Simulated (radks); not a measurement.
Results of a calculation; reference values are marked as such.
Q: The mean radii <r> (bohr) of the occupied orbitals of an atom or ion are listed with their occupations. Code: a radial shooting solver on a logarithmic mesh with Libxc functionals. Model: Dirac Kohn-Sham, LDA (Slater exchange, Perdew-Wang correlation), spin-unpolarised, spherical densities, finite nucleus; Fermi nuclear charge, rms radius of each element as measured or else 0.836 A^(1/3) + 0.57 fm.

orbital  occ.      <r>
1s1/2       2  0.01607
2s1/2       2  0.06696
2p1/2       2  0.05489
2p3/2       4  0.06381
3s1/2       2   0.1741
3p1/2       2   0.1645
3p3/2       4   0.1808
3d3/2       4   0.1570
3d5/2       6   0.1619
4s1/2       2   0.3844
4p1/2       2   0.3854
4p3/2       4   0.4202
4d3/2       4   0.4248
4d5/2       6   0.4359
5s1/2       2   0.8536
4f5/2       6   0.4508
4f7/2       8   0.4572
5p1/2       2   0.9115
5p3/2       4    1.004
5d3/2       4    1.268
5d5/2       6    1.314
6s1/2       2    2.170

Name the element and its charge. Open shells, if any, fill j = l - 1/2 first.

A: Z = 82, lead, charge +2: Pb2+ in [Hg]. The 1s radius gives Z: for a bare nucleus <r> = (2 gamma + 1)/(2Z) with gamma = sqrt(1 - (Z/c)^2), 0.01587 bohr for Z = 82, and screening makes it slightly larger (0.01607 here). The occupations add up to 80, and the charge is Z minus that.
